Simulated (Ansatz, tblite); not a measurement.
Removing and adding an electron: PbSe₂ (the lowest singlet isomer of a short search). Total charge 0; singlet. Geometry: r2SCAN-D4/def2-TZVP. Ansatz, gas phase; energy differences of separate SCF runs; the oxidised species was run as a doublet alone; the reduced species was run as a doublet alone.

```xyz
3

Pb    1.001    0.903   -0.758
Se   -1.340   -0.241   -0.479
Se    0.339   -0.662    1.237
```

In the def2 sets Pb takes a core potential; there is no spin–orbit coupling. The xTB rows come from tblite. The structure comes from a short search, and lower isomers may exist.

| level | −HOMO (eV) | vertical IE (eV) | −LUMO (eV) | vertical EA (eV) | HOMO–LUMO gap (eV) | IE − EA (eV) | remarks |
| --- | --- | --- | --- | --- | --- | --- | --- |
| PBE-D4/def2-TZVPD | 4.69 | – | 3.49 | 1.16 | 1.20 | – | HOMO above zero (-1 doublet) |
| r2SCAN-D4/def2-TZVPD | 4.87 | – | 3.37 | 1.31 | 1.50 | – | HOMO above zero (-1 doublet) |
| PBE0-D4/def2-TZVP | 5.64 | 7.51 | 2.84 | – | 2.80 | – | – |
| PBE0-D4/def2-TZVPD | 5.68 | – | 2.87 | 1.28 | 2.81 | – | HOMO above zero (-1 doublet) |

Estimate the rows for GFN1-xTB, GFN2-xTB, PBE-D4/def2-TZVP, r2SCAN-D4/def2-TZVP.


| level | −HOMO (eV) | vertical IE (eV) | −LUMO (eV) | vertical EA (eV) | HOMO–LUMO gap (eV) | IE − EA (eV) |
| --- | --- | --- | --- | --- | --- | --- |
| GFN1-xTB | 7.93 | 11.58 | 6.23 | 3.28 | 1.70 | 8.30 |
| GFN2-xTB | 9.65 | 12.37 | 8.19 | 5.42 | 1.46 | 6.95 |
| PBE-D4/def2-TZVP | 4.64 | 7.41 | 3.45 | – | 1.19 | – |
| r2SCAN-D4/def2-TZVP | 4.84 | 7.50 | 3.35 | – | 1.49 | – |

Relaxing the oxidised species (r2SCAN-D4/def2-TZVP) changes its energy by -0.20 eV at PBE-D4/def2-TZVP, so the adiabatic ionisation energy to this nearest minimum is 7.20 eV. At PBE0-D4/def2-TZVP it is 7.27 eV.     A HOMO above zero means that the electron is unbound at that level or that self-interaction error raises the level; the energy of removing that electron tells which. Raw xTB energy differences between charge states are shifted by several eV; the methods need an empirical correction for them.
